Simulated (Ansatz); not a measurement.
System: CPt, net charge 0, singlet state. SMILES: [Pt][C]
Geometry: optimised at B3LYP-D3(BJ)/def2-TZVP (Ansatz, a program for electronic structure).

Wanted: atomisation energy (electronic, to ground-state atoms), in kcal/mol. Cores are frozen in the correlated levels unless marked. Open shells are spin-unrestricted. No spin-orbit coupling. The frozen core is the preceding noble-gas configuration, with the filled d and f shells of earlier blocks. Past Kr the def2 sets carry scalar-relativistic core potentials. The coupled-cluster limit lacks core correlation, which all-electron functionals hold. CBS marks a two-point X^-3 extrapolation of the correlation energy; Hartree-Fock from the larger set.

The Hartree-Fock reference is unstable (checked in the largest basis), which strains HF and MP2. The T1 diagnostic of CCSD in the largest basis is 0.042, which is high, so the coupled-cluster rows are less sure than usual.

| level | program | atomisation energy (kcal/mol) |
|---|---|---|
| PBE0/def2-SVP | Ansatz | ? |
| PBE0/def2-TZVP | Ansatz | ? |
| BHLYP-D3(BJ)/def2-TZVPD | Ansatz + dftd3 | 109.6 |
| BHLYP-D4/def2-TZVPD | Ansatz + dftd4 | 109.3 |
| BHLYP/def2-TZVPD | Ansatz | 108.2 |
| CAM-B3LYP-D3(BJ)/def2-TZVPD | Ansatz + dftd3 | ? |
| B2PLYP-D4/def2-TZVPD | Ansatz + dftd4 | 150.6 |
| CCSD/def2-SVP | Ansatz | ? |
| CCSD/def2-TZVPPD | Ansatz | 129.0 |
| CCSDT/def2-SVP | Ansatz | 134.5 |
| CCSD(T)/CBS(def2-TZVPPD,def2-QZVPPD) | Ansatz | 149.5 |

**Question.** Some entries are withheld; supply them.

**Answer.** 
- PBE0/def2-SVP, atomisation energy (kcal/mol): 136.0
- PBE0/def2-TZVP, atomisation energy (kcal/mol): 138.2
- CAM-B3LYP-D3(BJ)/def2-TZVPD, atomisation energy (kcal/mol): 129.8
- CCSD/def2-SVP, atomisation energy (kcal/mol): 123.5
